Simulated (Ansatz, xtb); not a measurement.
## Ligand exchange: SiH3Br + CH2I2 → SiH3I + CH2BrI

Gas-phase species: SiH3Br `[SiH3]Br`, singlet; CH2I2 `ICI`, singlet; SiH3I `[SiH3]I`, singlet; CH2BrI (bromoiodomethane) `BrCI`, singlet. The partners trade Br for I: Si–Br and C–I bonds give way to Si–I and C–Br.

Shapes, held fixed at every level: PBE0-D4/def2-TZVP. Programs: Ansatz 0.2.0, xtb 6.7.1. The zero-point and thermal change to 298 K, harmonic and unscaled (PBE0-D4/def2-TZVP), is +0.3 kJ/mol.

| level | kind | ΔH(298 K) (kJ/mol) | less CCSD(T)/def2-TZVPP |
| --- | --- | --- | --- |
| GFN1-xTB | semi-empirical | -4.7 | -24.2 |
| HF/def2-TZVPP | Hartree–Fock | +17.7 | -1.8 |
| r2SCAN-D4/def2-TZVPP | meta-GGA | +16.6 | -2.9 |
| B3LYP-D4/def2-TZVPP | global hybrid | +18.2 | -1.3 |
| BHLYP-D4/def2-TZVPP | global hybrid | +18.7 | -0.8 |
| PBE0-D4/def2-TZVPP | global hybrid | +14.9 | -4.6 |
| wB97X-V/def2-TZVPP | range-separated hybrid | +16.9 | -2.6 |
| CCSD/def2-SVP | coupled cluster or CI | +16.9 | -2.6 |
| CCSD(T)/def2-TZVPP | coupled cluster or CI | +19.5 | 0.0 |

The highest level, CCSD(T)/def2-TZVPP, gives ΔH(298 K) = +19.5 kJ/mol; the levels span -4.7 to +19.5. They disagree on the sign: 8 of 9 are positive. The column of differences is taken from that level and isn't an error. No measured value is set beside it here. For atoms past krypton def2 sets carry core potentials with scalar relativity. Relativity is left out for Br. Outer-core shells of Br, I are correlated, in sets that cover them unevenly.
